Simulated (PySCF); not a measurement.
Positional isomers: butadiene methyl+boryl. Isolated molecules, 0 K electronic values unless said otherwise. One relaxed conformer stands for each flexible species; it need not be the lowest. Strings in code marks are SMILES.

Computed with CAM-B3LYP-D3(BJ)/def2-TZVP (PySCF). All candidates: neutral, multiplicity 1. Delta-SCF ions had no search for a lower state. Excitations are Tamm–Dancoff values on a coarser integration grid. The basis has no diffuse functions, so Rydberg states are missing or too high.

| Property | Result |
|---|---|
| HOMO–LUMO gap | 7.13 eV |
| T1 excitation (TDA) | 2.73 eV |
| vertical ionisation energy (Delta-SCF) | 9.07 eV |

**Question.** Which member has these values?
A) `B/C(C=C)=C\C`
B) `B/C=C\C(=C)C`
C) `B/C=C/C=C\C`
D) `B/C=C/C=C/C`

**Answer.** B, `B/C=C\C(=C)C`. The others give `B/C(C=C)=C\C`: 7.11 eV, 2.88 eV, 8.67 eV; `B/C=C/C=C\C`: 7.09 eV, 2.72 eV, 8.88 eV; `B/C=C/C=C/C`: 7.15 eV, 2.76 eV, 8.86 eV
